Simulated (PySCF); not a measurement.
Structure from NMR data

The spectra below were simulated for a compound C$_{5}$H$_{12}$N$_{2}$O$_{2}$Si.

¹H NMR (300 MHz, computed): δ 6.38 (br, 1H), 5.89 (br s, 1H), 5.08 (s, 2H), 4.65 (br s, 1H), 4.62 (br, 1H), 2.63 (s, 6H).

¹³C{¹H} NMR (computed): δ 163.9, 156.2, 101.7, 38.1.

PySCF calculation with GFN2-xTB structure and shielding tensors at PBE0/pcSseg-1 (GIAO); in vacuum, no relativistic terms, single conformer, equivalent nuclei averaged.

δ = σ(ref) − σ, references computed at the same level: ¹H (31.72 ppm) and ¹³C (186.93 ppm) vs TMS.

Task: Which of these isomers gave the spectra?
A. CC(=O)O[C@@H]1CC[Si]1(N)N
B. C=C(O[SiH2]N(C)C)C(N)=O
C. COC(=O)[C@H]1CC[Si]1(N)N

Result: B. 

1. Rings plus π bonds: 2 (no ring in the answer).
2. 4 carbon signals for 5 carbons: some carbons are equivalent by symmetry or fast rotation.
3. Carbon types of the structure: 2 × C, 1 × CH2, 2 × CH3, leaving 4 H on heteroatoms.
4. δC 163.9: amide carbonyl carbon; lone-pair donation from the attached heteroatom keeps it upfield of a ketone carbonyl.
5. δC 156.2: alkene carbon bearing oxygen; an sp2 carbon further deshielded by the attached heteroatom.
6. δC 101.7: β carbon of a C=C–C=O unit.
7. δH 6.38, 4.62: hydrogen on an amide-type nitrogen; labile proton, position sensitive to the medium.
8. δH 5.89, 4.65: hydrogen on a β carbon of a C=C–C=O unit; a vinylic proton, deshielded by the sp2 carbon and the C=C anisotropy.

The others: COC(=O)[C@H]1CC[Si]1(N)N would give 5 carbon signals, not 4; CC(=O)O[C@@H]1CC[Si]1(N)N would give 5 carbon signals, not 4.

The OH or NH signal is concentration- and solvent-dependent in practice; the value given is the gas-phase one. The two substituents on the amide-type nitrogen aren't averaged: C–N rotation is slow on the NMR time scale. Shifts are as computed. Against solution values, carbons near 30 ppm lie about +3 ppm off and those near 130 ppm about +5 ppm. Of 1309 compounds with measured shifts, 239 miss one by over three times the rms of a fit or turn the order of signals round; such compounds aren't used in these exercises. Hydrogen bonding in solution deshields acid and N–H amide carbonyl carbons by as much as 10 ppm beyond these values. No couplings were computed; multiplicities are counted from neighbouring protons, with m where these are inequivalent, close in shift, in a saturated or five-membered ring or joined by F or P, and br s for small geminal =CH2 splittings.
